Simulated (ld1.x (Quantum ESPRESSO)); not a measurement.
**Sb (Z = 51): one change to an RRKJ potential, before and after**

- Element: antimony
- Generator: ld1.x (Quantum ESPRESSO) 7.5
- Type: norm-conserving RRKJ (Kleinman–Bylander form)
- Functional: LDA (PZ)
- Relativity: scalar-relativistic
- Frozen core: [Kr] 4d10
- Valence charge: 5
- Reference configuration: 5s2 5p3
- Partial waves: 5s (bound): rc 1.75 bohr; 5p (bound): rc 1.95 bohr; 5d channel at 0.45 Ry: rc 1.65 bohr
- Local potential: the d channel
- Core correction: Bessel-smoothed model core inside 1.05 bohr
- rho0: 0.02

All-electron outer shells of the reference configuration (LDA (PZ), scalar-relativistic, ld1.x):

| shell | level (eV) | outermost node (bohr) | outermost maximum (bohr) |
| --- | --- | --- | --- |
| 4p | -101.60 | 0.39 | 0.76 |
| 4d | -33.55 | 0.38 | 0.84 |
| 5s | -13.09 | 0.95 | 1.88 |
| 5p | -5.00 | 1.04 | 2.32 |

Change: all radii but the core radius scaled by about 1.37 (s 2.40, p 2.68, d 2.26 bohr).

Cutoffs: the cutoffs (Ry, on a coarse ladder) from which the occupation-weighted sum of valence levels, in a spherical-Bessel basis at the reference potential, stays within 10 and 1 mRy of its value at 400 Ry; they do not see the model core or the augmentation charge, which bear on the density cutoff. Errors are all-electron minus pseudo energies relative to the spin-unpolarised reference configuration.

Problem. Predict the effect on cutoff, ghosts and configuration errors.

Solution. The potential gets softer (40 Ry and 50 Ry → 21 Ry and 30 Ry); both files keep a bound ghost (p, s); of the 9 tests that both files solve, the error grows in 5 and shrinks in 0 by more than 15 % and 0.3 meV (median size 7.5 → 10.8 meV). A larger radius leaves more room for a smooth pseudo-wave, so fewer plane waves are needed. More of the atom is replaced by a form fitted at one configuration, so other configurations suffer.

| quantity | base | changed |
| --- | --- | --- |
| cutoff, loose | 40 Ry | 21 Ry |
| cutoff, tight | 50 Ry | 30 Ry |
| loose cutoff by channel (10 mRy a level) | s 35 Ry, p 12 Ry | s 12 Ry, p 15 Ry |
| bound ghosts | s, p | s, p |
| error for 5s2 5p2, meV [ΔE 8.52 eV] | -6.0 | -11 |
| error for 5s2 5p1, meV [ΔE 24.77 eV] | -38 | -54 |
| error for 5s2 5p0, meV [ΔE 49.56 eV] | -141 | -146 |
| error for 5s2 5p2.5, meV [ΔE 3.36 eV] | -1.4 | -2.5 |
| error for 5s0 5p5, meV [ΔE 16.65 eV] | -45 | -116 |
| error for 5s2 5p3.3, meV [ΔE -1.21 eV] | +0.2 | -0.1 |
| error for 5s1 5p0, meV [ΔE 94.38 eV] | -478 | -505 |
| error for 5s2 5p3 (spin-polarised), meV [ΔE -1.09 eV] | -0.6 | +4.8 |
| error for 5s2 5p2 (spin-polarised), meV [ΔE 7.93 eV] | -7.5 | -6.5 |

 A true bound ghost makes a file unfit for plane-wave use even where its test errors are small: the radial tests pick states by their node count and pass the ghost by.
